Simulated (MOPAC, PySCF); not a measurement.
C₂H₈O₃Si, SMILES `CC[Si](O)(O)O`, neutral singlet in the gas phase. 

Cartesian coordinates (Å):
```xyz
14

C     -1.8751     0.1614    -0.2034
C     -0.7070     0.3275     0.7781
Si     0.9326    -0.1815     0.0588
O      2.0686     0.1169     1.2325
O      0.9531    -1.7864    -0.3716
O      1.2780     0.6088    -1.3736
H     -1.9720    -0.8889    -0.5223
H     -1.7187     0.7630    -1.1135
H     -2.8356     0.4668     0.2412
H     -0.6297     1.3738     1.1245
H     -0.8732    -0.2728     1.6896
H      2.9279    -0.3034     1.1067
H      1.0967    -1.9542    -1.3104
H      1.3543     1.5689    -1.3365
```
Charge 0, spin multiplicity 1.

All levels are single points at this geometry (B3LYP-D3(BJ)/def2-SVP); Pople sets use spherical d functions. Orbital energies aren't observables, and empty levels follow the basis.

AM1 in MOPAC gives gap (eV) = 12.21.

Task: Estimate the gap (eV) from each of these levels: B3LYP-D3(BJ)/def2-TZVP in PySCF; B3LYP/3-21G in PySCF; B3LYP/6-311+G** in PySCF; B3LYP/6-31G* in PySCF; B3LYP/LANL2DZ in PySCF; BP86/6-31G* in PySCF; M06-2X/6-31G* in PySCF; SVWN5/6-31G* in PySCF; HF/6-31G* in PySCF; HF/STO-3G in PySCF; PM3 in MOPAC; PM7 in MOPAC.

Result: 
| level | gap (eV) |
|---|---|
| B3LYP-D3(BJ)/def2-TZVP in PySCF | 8.26 |
| B3LYP/3-21G in PySCF | 9.17 |
| B3LYP/6-311+G** in PySCF | 7.66 |
| B3LYP/6-31G* in PySCF | 8.96 |
| B3LYP/LANL2DZ in PySCF | 9.14 |
| BP86/6-31G* in PySCF | 7.18 |
| M06-2X/6-31G* in PySCF | 11.75 |
| SVWN5/6-31G* in PySCF | 6.95 |
| HF/6-31G* in PySCF | 16.65 |
| HF/STO-3G in PySCF | 21.37 |
| PM3 in MOPAC | 11.11 |
| PM7 in MOPAC | 11.43 |
